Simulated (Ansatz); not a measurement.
Input file for Ansatz (a program for electronic structure): R-CCSD(T)/cc-pVDZ on GaH3O2 (SMILES [OH][GaH][OH]), a point of a bond scan (R = 0.963 Å). The run froze 16 orbitals, filled d shells among them.

Ansatz 0.2 input:
```yaml
crystal:
  periodic: [false, false, false]
  atoms:
    - {symbol: Ga, position_ang: [-0.24404156, -0.17751198, -0.15122784]}
    - {symbol: H, position_ang: [-1.35423056, -1.01629250, -0.82710093]}
    - {symbol: O, position_ang: [0.02041342, 1.53779605, -0.57659188]}
    - {symbol: H, position_ang: [0.74228075, 1.94032686, -0.08185129]}
    - {symbol: O, position_ang: [0.90232372, -0.75596542, 1.10558427]}
    - {symbol: H, position_ang: [0.79534111, -1.67580809, 1.36507609]}
basis:
  gaussian:
    orbitals: cc-pVDZ
    pivot_positions_ang: [[-0.24404156, -0.17751198, -0.15122784], [-1.35423056, -1.01629250, -0.82710093], [0.02041342, 1.53779605, -0.57659188], [0.74228075, 1.94032686, -0.08185129], [0.90232372, -0.75596542, 1.10558427], [0.79534111, -1.67580809, 1.36507609]]
magnetization: {spin_polarized: false}
correlation: {method: ccsd_t, electrons: outside_noble_gas}
scf: {lower_state_search: off}
output: {orbitals: {seedname: ./end}}
```

Q: Predict the final total energy.

A: -2075.2234 hartree (reference determinant -2074.7459, T1 diagnostic 0.017).
